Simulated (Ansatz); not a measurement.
B4As5H16²⁺, a cluster cut from zinc blende BAs (hydrogen-capped). Charge 2, multiplicity 2. Geometry PBE-D4/def2-SVP, that of the charge +1 singlet; atoms count from 1.

```xyz
25

As    1.8165    1.0091    1.1850
As   -0.5908   -1.2668    1.9408
As   -1.3426    1.5352    0.3457
As    0.8929    0.9223   -2.0183
As   -1.5148   -1.3532   -1.2631
B    -0.1341    0.7481    1.8243
B     2.3582    0.3616   -0.6896
B    -0.5719   -2.4065    0.2298
B    -1.0949    0.6582   -1.5078
H     2.7231    0.3812    2.2278
H     2.1250    2.4807    1.4114
H     0.3316   -1.8813    2.9778
H    -1.9162   -1.3406    2.6824
H    -1.1440    3.0386    0.2479
H    -2.8010    1.4711    0.7680
H     1.0127    2.3761   -2.4476
H     1.1145    0.2298   -3.3506
H    -3.0303   -1.4447   -1.1810
H    -1.2769   -2.0316   -2.5998
H    -0.3231    1.3018    2.8899
H     3.4219    0.8571   -1.0098
H     2.3255   -0.8572   -0.6472
H    -1.1497   -3.4589    0.4248
H     0.5981   -2.4912   -0.1054
H    -1.8297    1.1609   -2.3355
```

Question: Estimate the Mulliken populations from the PBE0/def2-SVP orbitals of Ansatz.

Answer: 
```csv
atom,charge (e),spin (α − β)
As1,0.21,0.08
As2,0.21,0.09
As3,0.15,-0.03
As4,0.21,0.09
As5,0.21,0.09
B6,-0.32,0.12
B7,-0.25,0.08
B8,-0.25,0.08
B9,-0.32,0.12
H10,0.14,0.00
H11,0.13,0.01
H12,0.14,0.00
H13,0.13,0.01
H14,0.15,0.03
H15,0.15,0.03
H16,0.13,0.01
H17,0.14,0.00
H18,0.13,0.01
H19,0.14,0.00
H20,0.14,-0.01
H21,0.16,0.13
H22,0.09,-0.01
H23,0.16,0.13
H24,0.10,-0.01
H25,0.14,-0.01
```
Mulliken values depend strongly on the basis.

Question: Where does the spin sit?

Answer: Summed by element: As 0.32, B 0.39, H 0.29, of 1 unpaired in all. Largest on single atoms: H23 0.13, H21 0.13, B9 0.12.

Question: And the Mayer bond orders between heavy atoms (over 0.3)?

Answer: As1–B6 0.83 (2.07 Å); As1–B7 0.85 (2.06 Å); As2–B6 0.83 (2.07 Å); As2–B8 0.85 (2.06 Å); As3–B6 0.87 (2.07 Å); As3–B9 0.87 (2.07 Å); As4–B7 0.85 (2.06 Å); As4–B9 0.83 (2.07 Å); As5–B8 0.85 (2.06 Å); As5–B9 0.83 (2.07 Å).
